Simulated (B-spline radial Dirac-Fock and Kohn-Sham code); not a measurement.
Satellites and hypersatellites of the K lines of Zn⁷⁺

System: zinc as Zn⁷⁺ in the configuration [Ar] 3d5.

Calculated with a radial atomic solver, using multi-electron Dirac-Fock with separately optimised hole states, Breit and Lamb-shift corrections added in first order. Each two-hole energy is an average over J within one jj subconfiguration, not an observable level; in light atoms, where LS coupling holds, the j-resolved values are not observed lines, and for a K spectator the Kα1 hypersatellite is nearly forbidden. Correlation and solid-state effects are left out.

Lines without a spectator: Kα2 (K-L2) 8611.7 eV, Kα1 (K-L3) 8635.1 eV, Kβ3 (K-M2) 9587.9 eV, Kβ1 (K-M3) 9591.5 eV. Shifts in eV with one spectator hole (a dash: not computed, or left out as unreliable):

| spectator hole | Kα2 | Kα1 | Kβ3 | Kβ1 |
| --- | --- | --- | --- | --- |
| L2 (2p1/2) | +30.9 | +37.9 | – | +87.5 |
| L3 (2p3/2) | +34.6 | +33.3 | +83.8 | – |
| M2 (3p1/2) | – | +3.55 | +9.91 | +11.99 |
| M3 (3p3/2) | +3.18 | – | +11.35 | +10.85 |

Question: Where does the K-L3 hypersatellite lie, emitted when both K electrons are missing?

Answer: +322.4 eV from the normal line, at 8957.6 eV. Removing both K electrons costs 20125.4 eV, which is 445.8 eV more than twice the K binding energy. In light atoms the observed hypersatellite is the ¹S₀ → ¹P₁ component, which lies below this average, and the triplet component is nearly forbidden.

With n spectator holes in 2p, averaged over the 2p shell (energies in eV):

| n | KαLⁿ | step | hypersatellite KαʰLⁿ |
| --- | --- | --- | --- |
| 0 | 8627.3 | – | 8948.6 |
| 1 | 8662.0 | +34.7 | 8984.6 |
| 2 | 8698.0 | +36.0 | 9021.9 |
| 3 | 8735.2 | +37.2 | 9060.4 |
| 4 | 8773.6 | +38.4 | 9100.1 |
| 5 | 8813.3 | +39.7 | 9141.1 |

Run: 19 s of CPU time on 1 thread of Intel(R) Xeon(R) Platinum 8375C CPU @ 2.90GHz (shared host), peak memory 0.37 GiB.
